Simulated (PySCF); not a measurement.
Correlation energy of F²⁺ (fluorine, charge +2)

[He] 2s2 2p3, high-spin 4S determinant. Computed with PySCF 2.14 in dyall-acv3z (15s9p4d2f, 76 functions), with the spin-free X2C one-electron Hamiltonian (Gaussian nucleus). Frozen: nothing; 7 electrons correlated; the 5 highest virtual orbitals of each spin left out.

```json
{"level": "CCSD", "correlation energy (mhartree)": "-174.44"}
{"level": "(T)", "correlation energy (mhartree)": "-1.44"}
{"level": "CCSD(T)", "correlation energy (mhartree)": "-175.88"}
```

Diagnostics: T1 = 0.0025, D1 = 0.0078, largest double amplitude 0.027.

Cost of the coupled-cluster step: about 13 core-seconds, for 7 correlated electrons.
